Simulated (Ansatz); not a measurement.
Consider the redistribution: `N[SiH](F)CF` + `S[SiH]1C[SiH2]1` → `N[SiH2]CF` + `F[Si]1(S)C[SiH2]1`.

Computed with Ansatz on PBE0-D4/def2-TZVP structures; ΔE is electronic, products minus reactants. CCSD(T)/CBS adds triple-zeta CCSD(T) − MP2 to the extrapolated MP2 energy (def2 sets, frozen cores). Functionals use def2-TZVPP. Each species was taken in one conformer, which may not be the lowest.

```csv
species,B2PLYP energy (Eh)
`N[SiH](F)CF`,-584.97898
`S[SiH]1C[SiH2]1`,-1018.51708
`N[SiH2]CF`,-485.65757
`F[Si]1(S)C[SiH2]1`,-1117.82604
```

Task: Work out ΔE.

Result: ΔE = (-485.65757) + (-1117.82604) − (-584.97898) − (-1018.51708) = 0.01245 Eh = +32.7 kJ/mol. CCSD(T)/CBS gives +34.2 kJ/mol.

Largest T1 diagnostic among the species: 0.013.
